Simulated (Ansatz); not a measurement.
Calculated with Ansatz (gas phase, PBE0-D4/def2-TZVP geometries, no zero-point term in ΔE). CCSD(T)/CBS adds triple-zeta CCSD(T) − MP2 to the extrapolated MP2 energy (def2 sets, frozen cores). This one scheme is used for every species. DFT in def2-TZVPP. B3LYP here is the variant with VWN-RPA as its local correlation; programs differ in this. Each species was taken in one conformer, which may not be the lowest.

Consider the ligand exchange at the Si–O bond: `O[SiH](F)S[SiH2]F` + CH₃OH → `CO[SiH](F)S[SiH2]F` + H₂O.

`O[SiH](F)S[SiH2]F`:

Z-matrix (Å, degrees):
```
Si
F 1 1.593
S 1 2.138 2 107.7
O 1 1.620 2 110.0 3 123.1
H 1 1.469 2 109.0 3 -117.9
Si 3 2.118 1 98.2 2 56.8
H 4 0.961 1 118.3 2 -78.4
F 6 1.610 3 108.9 1 51.4
H 6 1.476 3 112.9 1 -66.2
H 6 1.477 3 107.2 1 168.8
```

CH₃OH:

Z-matrix (Å, degrees):
```
C
O 1 1.409
H 1 1.097 2 112.4
H 1 1.090 2 107.0 3 -118.5
H 1 1.097 2 112.4 3 123.0
H 2 0.959 1 108.5 3 -61.6
```

`CO[SiH](F)S[SiH2]F`:

Z-matrix (Å, degrees):
```
C
O 1 1.414
H 1 1.094 2 111.1
H 1 1.094 2 111.1 3 -121.3
H 1 1.090 2 107.7 3 119.5
Si 2 1.615 1 126.7 3 54.3
S 6 2.134 2 111.7 1 -52.6
F 6 1.583 2 105.6 1 -169.6
H 6 1.479 2 112.8 1 71.7
Si 7 2.117 6 98.0 2 105.6
F 10 1.600 7 110.5 6 -66.9
H 10 1.477 7 106.4 6 175.5
H 10 1.478 7 112.0 6 51.8
```

H₂O:

```xyz
3

O    -0.234   -0.141   -0.277
H    -0.127    0.776   -0.015
H     0.361   -0.634    0.291
```

```csv
level,ΔE (kcal/mol)
PBE-D4,0.9
ωB97X-V,1.0
ωB97M-V,0.9
B3LYP,2.0
```

Question: What does CCSD(T)/CBS give? (An estimate is asked.)

Answer: The calculation gave: -0.2 kcal/mol. The listed levels differ from it by 1.1, 1.2, 1.1, 2.2 kcal/mol.

Largest T1 diagnostic among the species: 0.012.

In def2-TZVPP, CCSD(T) changes the Hartree–Fock value by −1.4 kcal/mol (the triples alone add −0.2 kcal/mol) and MP2 by −1.6 kcal/mol. The D4 term adds −1.4 kcal/mol with B3LYP and −0.9 kcal/mol with PBE0; it sums over pairs of atoms, weighted by their polarisabilities, and B3LYP, whose exchange is more repulsive, gets the larger term.

CCSD(T)/CBS has its own doubt, a few kJ/mol and more with outer-core shells, so smaller differences from it don't rank the levels.
